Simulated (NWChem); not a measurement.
System meant: CH$_{2}$FNOSi; SMILES N#CO[SiH2]F

Here is an NWChem input.

```
start job
memory heap 200 mb stack 900 mb global 1100 mb
geometry units angstroms noautosym nocenter noautoz
  N      0.442543    -2.570158    -0.413102
  C      0.032518    -1.586437     0.058032
  O     -0.445971    -0.519839     0.616080
  Si    -0.435930     1.023837    -0.093695
  F      1.011273     1.672935     0.111822
  H     -1.438685     1.767053     0.684119
  H     -0.709197     0.865966    -1.533837
end
basis spherical
  * library 6-31g*
end
dft
  xc m06-l
  iterations 150
end
property
  shielding
end
task dft property
```

End of the output:

```
 Vector   26  Occ=0.000000D+00  E= 2.500302D-02
              MO Center= -1.2D-01, -1.0D+00, -1.2D-01, r^2= 4.2D+00
   Bfn.  Coefficient  Atom+Function         Bfn.  Coefficient  Atom+Function
  ----- ------------  ---------------      ----- ------------  ---------------
    48      0.589730  4 Si s                 76     -0.527535  6 H  s
    23      0.413043  2 C  pz                78     -0.412721  7 H  s
     9     -0.403614  1 N  pz                19      0.388443  2 C  pz
    52      0.368935  4 Si s                  5     -0.345942  1 N  pz
    22     -0.232521  2 C  py                 8      0.226983  1 N  py

 center of mass
 --------------
 x =   0.08942619 y =  -0.00543305 z =   0.07087551

 moments of inertia (a.u.)
 ------------------
         803.926872332151         -13.026945681646          13.205884902220
         -13.026945681646         159.877166544319         -33.568050130122
          13.205884902220         -33.568050130122         880.248710430629

     Multipole analysis of the density
     ---------------------------------

     L   x y z        total         alpha         beta         nuclear
     -   - - -        -----         -----         ----         -------
     0   0 0 0     -0.000000    -23.000000    -23.000000     46.000000

     1   1 0 0     -0.826076     -0.956992     -0.956992      1.087908
     1   0 1 0      1.503836      0.416764      0.416764      0.670308
     1   0 0 1      0.064400     -1.130046     -1.130046      2.324491

     2   2 0 0    -25.620396    -43.888631    -43.888631     62.156867
     2   1 1 0     -0.093027      1.016636      1.016636     -2.126299
     2   1 0 1      0.639252      3.485891      3.485891     -6.332530
     2   0 2 0    -32.161967   -207.559145   -207.559145    382.956322
     2   0 1 1     -2.088478     -9.148667     -9.148667     16.208856
     2   0 0 2    -25.365657    -25.730302    -25.730302     26.094947

          -----------------------------------------
          Chemical Shielding Tensors (GIAO, in ppm)
          -----------------------------------------

 ------------------------------------------------------------------------
  xm06: d2 not coded                    0
 ------------------------------------------------------------------------
 ------------------------------------------------------------------------
  current input line :
    22: task dft property
 ------------------------------------------------------------------------
 ------------------------------------------------------------------------
 This error has not yet been assigned to a category
 ------------------------------------------------------------------------
 For more information see the NWChem manual at https://nwchemgit.github.io

0: xm06: d2 not coded:Received an Error in Communication
```

Question: Find the fault in this run and fix the input.

Answer: The program stopped with an error. Cause: this functional's second derivatives, which shieldings need, aren't coded here; the fix takes a hybrid GGA instead. This input runs:
```
start job
memory heap 200 mb stack 900 mb global 1100 mb
geometry units angstroms noautosym nocenter noautoz
  N      0.442543    -2.570158    -0.413102
  C      0.032518    -1.586437     0.058032
  O     -0.445971    -0.519839     0.616080
  Si    -0.435930     1.023837    -0.093695
  F      1.011273     1.672935     0.111822
  H     -1.438685     1.767053     0.684119
  H     -0.709197     0.865966    -1.533837
end
basis spherical
  * library 6-31g*
end
dft
  xc pbe0
  iterations 150
end
property
  shielding
end
task dft property
```
It converges to -558.24105 Ha (PBE0/6-31G* (spherical d), GIAO).
